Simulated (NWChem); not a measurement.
Program: NWChem. System: C4H5Si, charge 0, spin multiplicity 2, displaced from the optimised geometry. The structure started from a generated list of species. Its SCF solution wasn't tested for a lower state.

Job file:

```
start mol
memory heap 200 mb stack 900 mb global 1100 mb
geometry units angstroms nocenter noautoz
  C     -0.747722     0.000000     1.264382
  C     -1.391242     0.000000     0.016719
  Si     0.000000     0.000000    -1.207944
  C      1.391242     0.000000     0.016719
  C      0.747722     0.000000     1.264382
  H     -1.304055     0.000000     2.232695
  H     -2.496044     0.000000    -0.105071
  H      0.000000     0.000000    -2.717247
  H      2.496044     0.000000    -0.105071
  H      1.304055     0.000000     2.232695
  symmetry group C2v
end
basis spherical
  * library def2-svp
end
dft
  xc b3lyp
  odft
  mult 2
  semidirect memsize 60000000 filesize 0
  iterations 100
  convergence nodiis damp 40
end
task dft gradient
```

The output up to the point where the run's verdict is printed (cleaned and shortened):

```
             Northwest Computational Chemistry Package (NWChem) 7.3.0
             --------------------------------------------------------

                                NWChem Input Module
                                -------------------

 Scaling coordinates for geometry "geometry" by  1.889725989
 (inverse scale =  0.529177249)

 Turning off AUTOSYM since
 SYMMETRY directive was detected!

                             Geometry "geometry" -> ""
                             -------------------------

 Output coordinates in angstroms (scale by  1.889725989 to convert to a.u.)

  No.       Tag          Charge          X              Y              Z
 ---- ---------------- ---------- -------------- -------------- --------------
    1 C                    6.0000    -0.74772200     0.00000000     1.26438200
    2 C                    6.0000    -1.39124200     0.00000000     0.01671900
    3 Si                  14.0000     0.00000000     0.00000000    -1.20794400
    4 C                    6.0000     1.39124200     0.00000000     0.01671900
    5 C                    6.0000     0.74772200     0.00000000     1.26438200
    6 H                    1.0000    -1.30405500     0.00000000     2.23269500
    7 H                    1.0000    -2.49604400     0.00000000    -0.10507100
    8 H                    1.0000     0.00000000     0.00000000    -2.71724700
    9 H                    1.0000     2.49604400     0.00000000    -0.10507100
   10 H                    1.0000     1.30405500     0.00000000     2.23269500

 Effective nuclear repulsion energy (a.u.)     189.1254146688

            Nuclear Dipole moment (a.u.)
            ----------------------------
        X                 Y               Z
 ---------------- ---------------- ----------------
    -0.0000000000     0.0000000000    -0.0000056692

      Symmetry information
      --------------------

 Group name             C2v
 Group number             16
 Group order               4
 No. of unique centers     6

      Symmetry unique atoms

     1    2    3    6    7    8


 Summary of "ao basis" -> "" (spherical)
[...]
 d= 0,ls=0.5         73   -281.9002099959  9.50D+01  2.44D-01              15.5
                                                     2.19D-01
 d= 0,ls=0.5         74   -376.8608112478 -9.50D+01  2.44D-01              15.6
                                                     2.19D-01
 d= 0,ls=0.5         75   -281.9002099959  9.50D+01  2.44D-01              15.8
                                                     2.19D-01
 d= 0,ls=0.5         76   -376.8608112478 -9.50D+01  2.44D-01              16.0
                                                     2.19D-01
 d= 0,ls=0.5         77   -281.9002099959  9.50D+01  2.44D-01              16.1
                                                     2.19D-01
 d= 0,ls=0.5         78   -376.8608112478 -9.50D+01  2.44D-01              16.3
                                                     2.19D-01
 d= 0,ls=0.5         79   -281.9002099959  9.50D+01  2.44D-01              16.5
                                                     2.19D-01
 d= 0,ls=0.5         80   -376.8608112478 -9.50D+01  2.44D-01              16.6
                                                     2.19D-01
 d= 0,ls=0.5         81   -281.9002099959  9.50D+01  2.44D-01              16.8
                                                     2.19D-01
 d= 0,ls=0.5         82   -376.8608112478 -9.50D+01  2.44D-01              17.0
                                                     2.19D-01
 d= 0,ls=0.5         83   -281.9002099959  9.50D+01  2.44D-01              17.2
                                                     2.19D-01
 d= 0,ls=0.5         84   -376.8608112478 -9.50D+01  2.44D-01              17.3
                                                     2.19D-01
 d= 0,ls=0.5         85   -281.9002099959  9.50D+01  2.44D-01              17.5
                                                     2.19D-01
 d= 0,ls=0.5         86   -376.8608112478 -9.50D+01  2.44D-01              17.7
                                                     2.19D-01
 d= 0,ls=0.5         87   -281.9002099959  9.50D+01  2.44D-01              17.9
                                                     2.19D-01
 d= 0,ls=0.5         88   -376.8608112478 -9.50D+01  2.44D-01              18.0
                                                     2.19D-01
 d= 0,ls=0.5         89   -281.9002099959  9.50D+01  2.44D-01              18.2
                                                     2.19D-01
 d= 0,ls=0.5         90   -376.8608112478 -9.50D+01  2.44D-01              18.4
                                                     2.19D-01
 d= 0,ls=0.5         91   -281.9002099959  9.50D+01  2.44D-01              18.5
                                                     2.19D-01
 d= 0,ls=0.5         92   -376.8608112478 -9.50D+01  2.44D-01              18.7
                                                     2.19D-01
 d= 0,ls=0.5         93   -281.9002099959  9.50D+01  2.44D-01              18.9
                                                     2.19D-01
 d= 0,ls=0.5         94   -376.8608112478 -9.50D+01  2.44D-01              19.0
                                                     2.19D-01
 d= 0,ls=0.5         95   -281.9002099959  9.50D+01  2.44D-01              19.2
                                                     2.19D-01
 d= 0,ls=0.5         96   -376.8608112478 -9.50D+01  2.44D-01              19.4
                                                     2.19D-01
 d= 0,ls=0.5         97   -281.9002099959  9.50D+01  2.44D-01              19.5
                                                     2.19D-01
 d= 0,ls=0.5         98   -376.8608112478 -9.50D+01  2.44D-01              19.7
                                                     2.19D-01
 d= 0,ls=0.5         99   -281.9002099959  9.50D+01  2.44D-01              19.9
                                                     2.19D-01
 d= 0,ls=0.5        100   -376.8608112478 -9.50D+01  2.44D-01              20.1
                                                     2.19D-01
```

Convergence was not reached. The next line reads: Calculation failed to converge. NWChem stopped with the message: dft gradient failed.
